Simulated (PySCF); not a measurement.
Job for PySCF: R-B3LYP/6-31G* on NH3 (SMILES N) with ghost functions, monomers drawn apart or pushed together.

```python
from pyscf import gto, scf, dft, mp
from pyscf.data.elements import chemcore

mol = gto.M(
    atom='''
    N    -0.06758768    0.09044289    4.36086710
    H    -0.89013548   -0.49977092    4.30394042
    H     0.63205746   -0.41108744    4.89583667
    H    -0.32069377    0.91755230    4.88913508
    ghost-N   -0.20289106   -0.03619853    0.25073189
    ghost-H    0.01978596    0.13166488    1.23082627
    ghost-H    0.61315511   -0.45501647   -0.18129993
    ghost-H   -0.33970917    0.86601874   -0.19108999
    ''',
    basis='6-31g*',
    cart=True,
    charge=0, spin=0, verbose=3, max_memory=1800)
mf = dft.RKS(mol, xc='b3lyp')
mf.conv_tol = 1e-8
mf.max_cycle = 100
mf.kernel()
if not mf.converged:
    mf = mf.newton().run(mf.mo_coeff, mf.mo_occ)
```

Program output:

```
converged SCF energy = -56.5488350833508
```

The calculation finished and met its thresholds.

Cost: roughly 1.3 core-seconds.
